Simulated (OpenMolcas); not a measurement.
An atom or ion with 23 electrons was computed by SS-CASPT2, IPEA 0.25 Eh, imaginary shift 0.1 Eh with spin-orbit coupling (OpenMolcas, ANO-RCC-VQZP, DKH2). The lowest levels that the run gave, each within 12 % of the measured value where one is at hand:

| J | Parity | E (cm-1) | g |
| --- | --- | --- | --- |
| 5/2 | even | 0.0 | 2.002 |
| 5/2 | even | 38560 | 0.572 |
| 7/2 | even | 38630 | 0.985 |
| 9/2 | even | 38670 | 1.172 |
| 11/2 | even | 38680 | 1.273 |
| 5/2 | even | 42630 | 1.583 |
| 3/2 | even | 42740 | 1.703 |
| 1/2 | even | 42870 | 2.617 |
| 7/2 | even | 46370 | 1.428 |
| 1/2 | even | 46470 | 0.051 |
| 3/2 | even | 46600 | 1.230 |
| 5/2 | even | 46650 | 1.387 |

Question: Which ion is it, and what are the configurations and terms?

Answer: Co4+ (Z = 27, charge +4; active space 5 electrons in 10 orbitals (3d 4d)). J, parity and g give the terms where levels are pure, and mixed ones are named by the computed weights; the size of the splittings, set against known spectra of the 23-electron sequence, gives the charge. In order, with the measured energies in cm-1 (Sugar and Corliss, J. Phys. Chem. Ref. Data 10, 1097 (1981)): 3d5 6S 5/2, 3d5 4G 5/2, 3d5 4G 7/2, 3d5 4G 9/2, 3d5 4G 11/2 (37218), 3d5 4P 5/2 (40753), 3d5 4P 3/2 (40891), 3d5 4P 1/2 (41024), 3d5 4D 7/2 (44709), 3d5 4D 1/2 (44908), 3d5 4D 3/2, 3d5 4D 5/2.

CASPT2 breaks the degeneracy within a term, and the mean is taken; among the terms shown or strongly mixed into the levels shown the widest spread is 58 cm-1 (3d5 4G). Active for correlation alone: 4d; no level in the range computed is led by a configuration that fills it, so any true level of that kind is missing. Measured partners are found by configuration, term and J. A level has none where our copy of the source lacks it or the pairing is in doubt (some pairs that miss far off the trend of their configuration count as doubtful), and it then counts in no deviation. Levels of configurations outside the active space are missing.
